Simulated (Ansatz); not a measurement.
Molecule: C3H11NOSi, net charge 0, singlet state. SMILES: N([SiH2]OC)CC
Geometry from a B3LYP-D3(BJ)/def2-TZVP (Ansatz, a quantum-chemistry and plane-wave program) optimisation:
```xyz
17

C     -2.3364     0.6751    -0.7948
C     -1.8819    -0.5448     0.0015
N     -0.8110    -0.2688     0.9501
Si     0.8453    -0.6441     0.7571
O      1.8046     0.4749     0.0153
C      1.6850     0.8477    -1.3441
H     -1.5147     1.0819    -1.3865
H     -3.1537     0.4162    -1.4723
H     -2.6909     1.4641    -0.1274
H     -1.5283    -1.3195    -0.6832
H     -2.7402    -0.9737     0.5298
H     -1.0841     0.3623     1.6891
H      0.8724    -1.8828    -0.0599
H      1.4575    -0.7798     2.0913
H      2.6027     1.3539    -1.6449
H      0.8450     1.5333    -1.4910
H      1.5409    -0.0243    -1.9925
```
Charge 0, spin multiplicity 1.

Property: atomisation energy (electronic, to ground-state atoms), in eV. Cores are frozen in the correlated levels unless marked. UHF or UKS for open shells. No spin-orbit coupling. No relativistic terms. The coupled-cluster limit lacks core correlation, which all-electron functionals hold. CBS marks a two-point X^-3 extrapolation of the correlation energy; Hartree-Fock from the larger set. The bracket is a focal-point correction in the basis named.

```tsv
level	program	atomisation energy (eV)
HF/6-31G	Ansatz	43.81
HF/cc-pV(T+d)Z	Ansatz	48.51
B3LYP/def2-TZVPD	Ansatz	65.60
PBE0/def2-TZVPD	Ansatz	65.70
r2SCANh/def2-TZVPD	Ansatz	65.53
RI-MP2/CBS(cc-pV(T+d)Z,cc-pV(Q+d)Z)+[CCSD(T)-MP2]/cc-pV(Q+d)Z	Ansatz	66.16
CCSD(T)/CBS(cc-pV(T+d)Z,cc-pV(Q+d)Z)	Ansatz	66.14
```
